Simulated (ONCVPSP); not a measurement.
## Before and after: ONCV potential for chlorine (Cl)

```
Element                 : Cl (Z = 17)
Generator               : ONCVPSP 4.0.1
Type                    : optimised norm-conserving Vanderbilt (ONCV)
Functional              : BLYP
Relativity              : scalar-relativistic
Frozen core             : [Ne]
Valence charge          : 7
Reference configuration : 3s2 3p3.5 (charge +1.5)
Partial waves           : 3s: rc 1.05 bohr, ncon 3, nbas 6, qcut 6.6 1/bohr, local; 3p: rc 1.05 bohr, ncon 5, nbas 9, qcut 6.8 1/bohr, 2 projectors, debl 3.5 Ha; d scattering state at 0.09 Ha: rc 1.10 bohr, ncon 4, nbas 8, qcut 8.2 1/bohr, 2 projectors, debl 0.7 Ha
Local potential         : the s channel
Core correction         : Teter function, fcfact 5.5, rcfact 1.75
```

All-electron outer shells of the reference configuration (BLYP, scalar-relativistic, ld1.x):

```tsv
shell	level (eV)	outermost node (bohr)	outermost maximum (bohr)
2s	-272.67	0.12	0.36
2p	-211.87	–	0.30
3s	-38.17	0.55	1.26
3p	-25.25	0.53	1.36
```

Change: core correction Teter function, fcfact 5.5, rcfact 1.66.

Cutoffs: the cutoffs (Ha) at which the residual kinetic energy of the hardest occupied pseudo-wave falls to 1 and 0.1 mHa per electron; they do not see the model core or the augmentation charge, which bear on the density cutoff. Errors are all-electron minus pseudo energies relative to the spin-unpolarised reference configuration.

Predict the effect on cutoff, ghosts and configuration errors.

The potential gets neither clearly harder nor softer (208 Ha and 242 Ha → 208 Ha and 242 Ha); both files keep a bound ghost (p); of the 4 tests that both files solve, the error grows in 0 and shrinks in 4 by more than 15 % and 0.3 meV (median size 12.4 → 7.5 meV). A model core, the more so a compact one, raises the density cutoff, which this test does not measure.

```tsv
quantity	base	changed
cutoff, loose	208 Ha	208 Ha
cutoff, tight	242 Ha	242 Ha
bound ghosts	p	p
GHOST(+) flags under 300 eV	none	none
error for 3s2 3p5, meV [ΔE -24.85 eV]	-21	-12
error for 3s2 3p4, meV [ΔE -11.12 eV]	-3.0	-1.7
error for 3s2 3p3, meV [ΔE 14.18 eV]	-4.6	-2.8
error for 3s1 3p6, meV [ΔE -12.70 eV]	-20	-12
s: phases at 1.07 bohr within 0.05 rad from the reference energy up to (Ha; the scan ends near 5)	4.4	4.4
p: phases at 1.07 bohr within 0.05 rad from the reference energy up to (Ha; the scan ends near 5)	to the end of the scan	to the end of the scan
d: phases at 1.12 bohr within 0.05 rad from the reference energy up to (Ha; the scan ends near 5)	to the end of the scan	to the end of the scan
rms error of d²Exc/dni dnj with the model core, mHa	4.85	3.45
```

 A true bound ghost makes a file unfit for plane-wave use even where its test errors are small: the radial tests pick states by their node count and pass the ghost by.
